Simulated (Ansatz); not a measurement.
**The atomisation energy (no zero-point term) down a group: Si to Sn**

One atom is swapped for its congeners: C8H20Si (tetraethylsilane) `CC[Si](CC)(CC)CC`; C8H20Ge (tetraethylgermane) `C[CH2][Ge]([CH2]C)([CH2]C)[CH2]C`; C8H20Sn `C[CH2][Sn]([CH2]C)([CH2]C)[CH2]C`. All are singlets with charge 0.

Shapes, held fixed at every level: PBE0-D4/def2-TZVP. Flexible molecules stand in one conformer, not always the lowest. Programs: Ansatz 0.2.0. Values in eV.

```json
{"level": "HF/def2-SVP", "C8H20Si": "90.79", "C8H20Ge": "89.13", "C8H20Sn": "87.05"}
{"level": "SPW92/def2-TZVPP", "C8H20Si": "132.12", "C8H20Ge": "130.57", "C8H20Sn": "128.53"}
{"level": "PBE-D4/def2-TZVPP", "C8H20Si": "119.12", "C8H20Ge": "117.48", "C8H20Sn": "115.63"}
{"level": "r2SCAN-D4/def2-TZVPP", "C8H20Si": "117.76", "C8H20Ge": "116.11", "C8H20Sn": "114.13"}
{"level": "B3LYP-D4/def2-TZVPP", "C8H20Si": "117.65", "C8H20Ge": "115.90", "C8H20Sn": "114.05"}
{"level": "MP2/def2-SVP", "C8H20Si": "113.16", "C8H20Ge": "111.73", "C8H20Sn": "109.68"}
{"level": "MP2/def2-TZVPP", "C8H20Si": "115.91", "C8H20Ge": "114.61", "C8H20Sn": "112.57"}
```

At MP2/def2-TZVPP the atomisation energy falls at every step, from 115.91 to 112.57 eV. Every level shows the same order. For atoms past krypton def2 sets carry core potentials with scalar relativity. Relativity is left out for Ge unless named. Correlated rows may include outer-core shells of Ge, Sn, which these sets cover unevenly. Spin-orbit coupling, which grows down the group, is left out (summed over each molecule's free atoms 0.05, 0.15, 0.34 eV).
